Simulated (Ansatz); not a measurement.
Program: Ansatz 0.2.0.

C2H10BFOSi at its PBE0-D4/def2-TZVP geometry, where that method's forces vanish. Total charge 0; spin multiplicity 1. The bonds changed during the relaxation, so this is another structure than the one it started from.

| atom | x (Å) | y (Å) | z (Å) |
| --- | --- | --- | --- |
| C1 | 1.8156 | -0.3943 | 0.5360 |
| B2 | 0.5713 | -0.8835 | -0.2762 |
| C3 | -0.4124 | -2.0141 | 0.1855 |
| F4 | 0.4622 | -0.4632 | -1.5502 |
| O5 | -0.9376 | 0.9829 | 0.5020 |
| Si6 | -1.0524 | 2.2318 | -0.5849 |
| H7 | 2.6377 | -1.1036 | 0.3740 |
| H8 | 2.1699 | 0.5847 | 0.2067 |
| H9 | 1.6308 | -0.3648 | 1.6111 |
| H10 | -0.6135 | -1.9875 | 1.2588 |
| H11 | 0.0581 | -2.9853 | -0.0149 |
| H12 | -1.3562 | -2.0038 | -0.3650 |
| H13 | -1.7558 | 0.5823 | 0.8000 |
| H14 | 0.3383 | 2.6370 | -0.8797 |
| H15 | -1.7571 | 1.8136 | -1.8233 |
| H16 | -1.7990 | 3.3679 | 0.0203 |

**Question.** For each bond, give half the difference of the two atoms' forces along it (eV/Å; positive pushes the atoms apart) under PBE-D4, r2SCAN-D4, B3LYP-D4, ωB97M-V in def2-TZVPP. (An estimate is asked.)

**Answer.** The calculation gave: 
| bond | length (Å) | PBE-D4 | r2SCAN-D4 | B3LYP-D4 | ωB97M-V |
| --- | --- | --- | --- | --- | --- |
| C1–B2 | 1.564 | -0.12 | -0.04 | 0.00 | 0.01 |
| C1–H7 | 1.098 | 0.13 | 0.00 | -0.03 | -0.06 |
| C1–H8 | 1.092 | 0.12 | -0.01 | -0.04 | -0.05 |
| C1–H9 | 1.091 | 0.12 | -0.01 | -0.04 | -0.05 |
| B2–C3 | 1.568 | -0.13 | -0.04 | 0.00 | 0.01 |
| B2–F4 | 1.346 | 0.47 | 0.18 | 0.17 | 0.21 |
| C3–H10 | 1.092 | 0.12 | -0.01 | -0.04 | -0.05 |
| C3–H11 | 1.098 | 0.13 | 0.00 | -0.04 | -0.06 |
| C3–H12 | 1.093 | 0.12 | -0.01 | -0.03 | -0.05 |
| O5–Si6 | 1.660 | 0.30 | 0.05 | 0.17 | 0.21 |
| O5–H13 | 0.959 | 0.33 | 0.03 | -0.02 | -0.05 |
| Si6–H14 | 1.478 | 0.06 | -0.02 | -0.10 | -0.14 |
| Si6–H15 | 1.485 | 0.02 | -0.03 | -0.08 | -0.14 |
| Si6–H16 | 1.488 | 0.02 | -0.03 | -0.08 | -0.14 |

B3LYP here is the variant with VWN-RPA as its local correlation; programs differ in this.
